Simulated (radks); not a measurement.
Question: These are the eigenvalues of the occupied orbitals of an atom or ion with whole-number occupations (hartree). All-electron calculation, Dirac Kohn-Sham, PBE, spin-unpolarised, spherical densities, finite nucleus; Fermi nuclear charge, rms radius of each element as measured or else 0.836 A^(1/3) + 0.57 fm. Program: a radial shooting solver on a logarithmic mesh with Libxc functionals.

| orbital | eigenvalue |
|---|---|
| 1s1/2 | -2588.185 |
| 2s1/2 | -537.6036 |
| 2p1/2 | -519.7882 |
| 2p3/2 | -472.5807 |
| 3s1/2 | -198.4820 |
| 3p1/2 | -191.2109 |
| 3p3/2 | -179.7803 |
| 3d3/2 | -168.5947 |
| 3d5/2 | -165.9864 |
| 4d3/2 | -89.10364 |

Which element is it, and in what charge state? The configuration may be excited. Open shells, if any, fill j = l - 1/2 first.

Answer: Z = 73, tantalum, charge +50: Ta50+ in [Ne] 3s1 3p6 3d5 4d1. The list shows which subshells hold electrons but not how many an open one holds; the 1s level, -2588.2 hartree, gives Z - s = 71.9 by -(Z - s)^2/2, which with screening and relativity narrows Z to a few neighbours, and the depths of the outer levels then fix element, charge and occupations together.
